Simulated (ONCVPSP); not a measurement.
**Sm: variants of one ONCV potential**

Base potential:

samarium, optimised norm-conserving Vanderbilt (ONCV), made with ONCVPSP 4.0.1 (PBE, scalar-relativistic). Core [Kr] 4d10 4f5, reference 5s2 5p6 5d2 6s1. Waves: 5s+6s: rc 2.60 bohr, ncon 4, nbas 7, qcut 6.1 1/bohr, 2 projectors; 5p: rc 2.75 bohr, ncon 4, nbas 8, qcut 5.1 1/bohr, 2 projectors, debl 2.7 Ha; 5d: rc 2.85 bohr, ncon 3, nbas 7, qcut 5.9 1/bohr, 1 projector. Local part: polynomial inside 1.85 bohr (lpopt 5, dvloc0 -1 Ha). Core correction: none.

Cutoffs, loose and tight: the cutoffs (Ha) at which the residual kinetic energy of the hardest occupied pseudo-wave falls to 1 and 0.1 mHa per electron. They do not see the model core or the augmentation charge, which bear on the density cutoff. Test errors are all-electron minus pseudo excitation energies from the reference, over the configurations 5s2 5p6 5d1 6s2; 5s2 5p6 5d1 6s1; 5s2 5p6 5d1 6s0; 5s2 5p6 5d1 6s1 6p1. A dash means not determined; rows that change the core or the reference have their own tests.

```tsv
change	outcome	cutoff, loose	cutoff, tight	bound ghosts	GHOST(+) flags above zero	largest test error (meV)
base	generated	9.8 Ha	12 Ha	none	s	-8.3
all radii scaled by about 0.82 (s 2.14, p 2.26, d 2.34 bohr); local potential polynomial inside 1.52 bohr (lpopt 5, dvloc0 -1 Ha)	generated	12 Ha	15 Ha	none	s	-8.4
all radii scaled by about 0.92 (s 2.38, p 2.52, d 2.62 bohr); local potential polynomial inside 1.70 bohr (lpopt 5, dvloc0 -1 Ha)	generated	11 Ha	13 Ha	none	s	-8.4
all radii scaled by about 1.11 (s 2.88, p 3.06, d 3.16 bohr); local potential polynomial inside 2.06 bohr (lpopt 5, dvloc0 -1 Ha)	generated	7.4 Ha	10 Ha	none	none	-7.6
all radii scaled by about 1.21 (s 3.16, p 3.34, d 3.46 bohr); local potential polynomial inside 2.24 bohr (lpopt 5, dvloc0 -1 Ha)	generated, projector energies reset by the program	7.0 Ha	9.0 Ha	none	none	-6.7
all radii scaled by about 1.29 (s 3.34, p 3.54, d 3.66 bohr); local potential polynomial inside 2.38 bohr (lpopt 5, dvloc0 -1 Ha)	generated, projector energies reset by the program	6.7 Ha	8.4 Ha	none	none	-5.9
```

Reading the sweep of the scale of all radii (base = 1) (base included, trends over the rows without a ghost): The loose cutoff falls from 12 Ha at 0.82 to 6.7 Ha at 1.29. A larger radius leaves more room for a smooth pseudo-wave, so fewer plane waves are needed; a smaller one forces it to follow the all-electron wave where it bends sharply. The median size of the test errors (rows with all tests solved) falls from 5.5 meV at 0.82 to 2.7 meV at 1.29. This runs against the usual rule that a larger radius transfers worse; these runs do not show why.
